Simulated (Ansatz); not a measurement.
Reaction (cleavage of the Si–Ge bond): `C[SiH](Cl)[GeH3]` + CH₃OH → `CO[SiH](C)Cl` + GeH₄

Isolated molecules relaxed with PBE0-D4/def2-TZVP in Ansatz; ΔE leaves out vibrations. CCSD(T)/CBS is the MP2 limit (def2-TZVPP, def2-QZVPP) plus CCSD(T) − MP2 in def2-TZVPP, frozen cores. This one scheme is used for every species. Functionals use def2-TZVPP. For Ge outer-core shells are correlated without core-valence functions, which leaves a few kJ/mol of doubt a bond. Scalar relativity is left out up to krypton. One conformer a species, not always the lowest.

(1) Is it downhill or uphill in electronic energy at CCSD(T)/CBS, and by how much? (An estimate is asked.)

(2) What do these levels give: revPBE-D4, BLYP-D4, r2SCAN-D4, ωB97M-V, CCSD(T)/def2-SVP, CCSD/def2-TZVPP? (Best estimate.)

Largest T1 diagnostic among the species: 0.012.

## Answers

(1) The calculation gave: Downhill: ΔE = -95.0 kJ/mol.

(2) Ansatz gave: revPBE-D4 -81.0, BLYP-D4 -94.4, r2SCAN-D4 -95.8, ωB97M-V -100.4, CCSD(T)/def2-SVP -98.3, CCSD/def2-TZVPP -99.3 kJ/mol.

From PBE to PBE0 (25 % exact exchange), in def2-TZVPP and without D4, ΔE moves by −5.3 kJ/mol. Leaving LDA and LC-ωPBE aside and taking each functional with its dispersion term where it has one, the values, not all of them listed here, spread over 26.8 kJ/mol, from CAM-B3LYP-D4 to PBE-D4. LDA lies −10.6 kJ/mol from PBE without D4.
